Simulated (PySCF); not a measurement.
Excitation energy of Te by level of theory

Te [Kr] 4d10 5s2 5p4 (3P) → Te [Kr] 4d10 5s1 5p4 6s1 (5P), as a difference of total energies. Computed with PySCF 2.14 in aug-cc-pwCVDZ-PP with ECP28MDF (6s5p4d1f, 48 functions), with a scalar-relativistic core potential. Correlated levels: valence: 4s2 4p6 4d10 frozen; valence and next inner shell: nothing frozen outside the core potential. The calculations carry no spin-orbit coupling.

```csv
method,excitation energy (eV)
UHF,14.046
LDA,15.261
PBE,14.954
PBE0,14.968
r2SCAN,14.946
BP86,15.012
wB97M-V,15.154
M06,15.474
M06-L,15.297
MP2 (valence),13.975
SCS-MP2 (valence),14.070
MP2 (valence and next inner shell),14.394
SCS-MP2 (valence and next inner shell),14.392
```

Question: How much does correlation contribute at MP2 (valence and next inner shell)?

Answer: 14.394 − (14.046) = 0.348 eV, measured against UHF.

The upper state lies above the first ionisation limit, where it may autoionise and the basis confines it. A Rydberg-like electron needs more diffuse functions than a valence basis has.

The promoted electron is Rydberg-like, and one or two diffuse shells describe it only roughly, which tends to raise the upper state.
